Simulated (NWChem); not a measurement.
System: FeH$_{12}$O$_{6}$ (charge +3), sextet; SMILES [OH2]->[Fe+3](<-[OH2])(<-[OH2])(<-[OH2])(<-[OH2])<-[OH2]

Computed with NWChem. Spin-unrestricted. Geometry: optimised at B3LYP/6-31G* (spherical d), spin-unrestricted. No frequency run checked for a minimum. No stability test was run on the SCF state.

For level B3LYP/def2-SVP:

lowest empty minus highest occupied level, either spin (eV): 4.38

**Question.** What are these values for level B3LYP/def2-SVPD?

**Answer.** lowest empty minus highest occupied level, either spin (eV): 4.52
